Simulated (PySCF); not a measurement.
FOS, SMILES [S](F)=O, multiplicity 2.

Geometry optimised at B3LYP-D3(BJ)/def2-TZVP. The isomer is the one that the SMILES or the coordinates give; other isomers of the formula were not compared.

These are CAM-B3LYP/def2-TZVPD (PySCF) values and carry that method's errors.

Gas-phase values at a fixed geometry.

| Property | Result |
|---|---|
| total energy | -573.28735 hartree |
| point group | Cs |
| α spin, highest occupied and lowest empty level | -8.86 and -0.18 eV |
| β spin, highest occupied and lowest empty level | -11.78 and -2.32 eV |
| dipole moment | 1.79 D |
| quadrupole, principal values (traceless, Buckingham form, about the centre of nuclear charge) | -3.46, 1.72, 1.74 D·Å |
| mean static polarisability | 25.1 bohr³ (3.72 Å³) |
| polarisability, principal values | 20.4, 23.8, 31.1 bohr³ |
| ⟨S²⟩ | 0.757 (pure state 0.75) |
